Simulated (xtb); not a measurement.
C₄H₇, SMILES [CH2]C(=C)C (connectivity only; charge and spin as stated), charge +1, multiplicity 1. All values are semi-empirical tight-binding results from xtb (GFN2-xTB unless named), good for trends rather than for accurate numbers. Coordinates come from a GFN2-xTB optimisation. The multiplicity is an assumed one; other spin states were not compared. The isomer is the one that the SMILES or the coordinates give; other isomers of the formula were not compared.

Optimised geometry:

```xyz
11

C     -0.3562     1.2821    -0.4945
C      0.0369     0.0410    -0.0145
C      1.4006    -0.2073     0.0473
C     -0.9548    -0.9803     0.4119
H     -1.4041     1.5496    -0.5659
H      0.3626     2.0274    -0.8105
H      1.7816    -1.1523     0.4172
H      2.1311     0.5283    -0.2647
H     -1.8999    -0.5265     0.6959
H     -1.1514    -1.6650    -0.4145
H     -0.5790    -1.5741     1.2413
```
Charge +1, spin multiplicity 1.

Computed properties:
```json
{
  "orbital_gap": "1.12 eV",
  "zero_point_energy": "57.0 kcal/mol",
  "G − E(el) at 298.15 K (modified RRHO)": "39.4 kcal/mol",
  "static polarisability (D4 model)": "45.6 bohr³",
  "solvation energy, GFN2-xTB/ALPB(water)": "-59.3 kcal/mol",
  "solvation energy, GFN2-xTB/ALPB(acetone)": "-52.3 kcal/mol"
}
```

Computed IR lines (harmonic; lines under 4 % of the strongest left out, lines within 3 cm⁻¹ merged):
ν (cm⁻¹): 37 (w), 175 (m), 450 (m), 898 (w), 936 (m), 988 (w), 1013 (m), 1041 (m), 1313 (s), 1383 (vs), 1419 (w), 1443 (m), 1466 (s), 1500 (vs), 3012 (w), 3039 (vs), 3044 (w), 3079 (w), 3084 (m) (against the strongest line: vs over 80 %, s over 45 %, m over 15 %, w over 4 %, vw less)

Computed atomic charges and the Wiberg bond orders between heavy atoms:
charges (e) C1 0.02, C2 0.09, C3 0.02, C4 -0.15, H5 0.17, H6 0.16, H7 0.17, H8 0.16, H9 0.11, H10 0.12, H11 0.11. Bond orders C1–C2 1.44, C1–C3 0.36, C2–C3 1.45, C2–C4 1.04.
